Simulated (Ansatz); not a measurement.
Results of the Gaussian-basis code of Ansatz.

A structure relaxed at PBE0-D4/def2-TZVP, charge 0, multiplicity 1:

```xyz
19

C     1.612   -0.235    0.725
B     0.776    0.069   -0.606
C     0.756    1.583   -1.110
O    -0.865   -0.301   -0.251
C    -1.155   -1.689   -0.149
C    -1.473    0.457    0.788
H     2.674   -0.100    0.493
H     1.518   -1.259    1.105
H     1.396    0.452    1.553
H     0.943   -0.742   -1.496
H     1.728    1.798   -1.569
H     0.629    2.330   -0.317
H     0.004    1.775   -1.882
H    -0.676   -2.171   -0.997
H    -0.757   -2.096    0.784
H    -2.237   -1.829   -0.188
H    -1.220    1.499    0.614
H    -1.097    0.138    1.764
H    -2.555    0.320    0.739
```

**Question.** Give its formula and SMILES.

**Answer.** C4H13BO, `C[BH-](C)[O+](C)C`.

**Question.** Point group (tolerance 0.08 Å, 0.16 Å for H)?

**Answer.** C1.

**Question.** Summarise the bond lengths by kind.

**Answer.** 2 × B–C 1.596 to 1.600 Å; 12 × C–H 1.086 to 1.097 Å; 1 × B–O 1.720 Å; 1 × B–H 1.215 Å; 2 × C–O 1.422 Å.
